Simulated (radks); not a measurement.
Task: The silicon ion Si3+, [Ne] 3s1. Method: non-relativistic Kohn-Sham, PBE, spin-polarised, spherical densities, point nucleus; computed with a radial shooting solver on a logarithmic mesh with Libxc functionals. Every spin shell is full or empty, so the densities are truly spherical. Functionals are evaluated on that one density, not self-consistently. Rank these exchange functionals by their error against the exact value of the orbitals, and give that value: LDA, PW91, AM05, SOGGA, B86b, APBE, TPSS, MS2, Tao-Mo, TASK.

Result: Exact: -19.4788 hartree. From best to worst, with 100 (|E| - |E exact|)/|E exact| (equal figures are ties): Tao-Mo -0.05, B86b +0.09, PW91 -0.16, MS2 +0.18, TPSS +0.28, APBE +0.61, TASK -2.77, SOGGA -3.71, AM05 -7.27, LDA -8.44.
